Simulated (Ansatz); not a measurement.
Relaxation of BFH₅NO (9 atoms, charge 0, multiplicity 1), to a largest force component of 0.03 eV/Å in at most 50 steps.

Computed with Ansatz, RHF/def2-SVP.

```xyz
9
Properties=species:S:1:pos:R:3
B 0.051 -0.144 0.022
O 0.035 -0.536 1.343
H -0.835 -0.559 1.710
N 1.231 -0.173 -0.723
H 2.096 -0.473 -0.326
H 1.286 0.141 -1.668
F -1.088 0.245 -0.552
H 0.075 2.099 0.879
H 0.162 1.681 1.445
```

Problem. Where does it end, and by what steps?

Solution. The run converged. The force dipped under the threshold on the way, but the program's further checks kept it going. After 38 steps the energy has fallen by 0.276 eV; H8 moved furthest, 1.86 Å.

```tsv
step	energy less start (eV)	largest force component (eV/Å)	accepted
0	0.0000	1.211	yes
2	-0.1851	0.956	yes
4	-0.2510	0.181	yes
6	-0.2570	0.077	yes
8	-0.2581	0.099	yes
10	-0.2600	0.230	yes
12	-0.2629	0.270	yes
14	-0.2674	0.008	yes
16	-0.2493	1.141	no
18	-0.2699	0.265	yes
20	-0.2716	0.053	yes
22	-0.2726	0.138	yes
24	-0.2737	0.041	yes
26	-0.2742	0.092	yes
28	-0.2747	0.042	yes
30	-0.2749	0.051	yes
32	-0.2752	0.076	yes
34	-0.2754	0.064	yes
36	-0.2756	0.070	yes
38	-0.2760	0.018	yes
```

```xyz
9
Properties=species:S:1:pos:R:3
B 0.035 -0.558 -0.303
O -0.133 -0.085 0.954
H -1.010 -0.192 1.288
N 1.270 -0.494 -0.953
H 2.079 -0.100 -0.524
H 1.403 -0.838 -1.880
F -1.011 -1.101 -0.932
H 0.172 3.164 2.396
H 0.208 2.485 2.085
```

Whether the end is a true minimum wasn't checked by a vibrational analysis.

Time of the run: 55 s on 1 thread of Arm Neoverse V2, with other jobs on the host, peak memory 0.14 GiB.
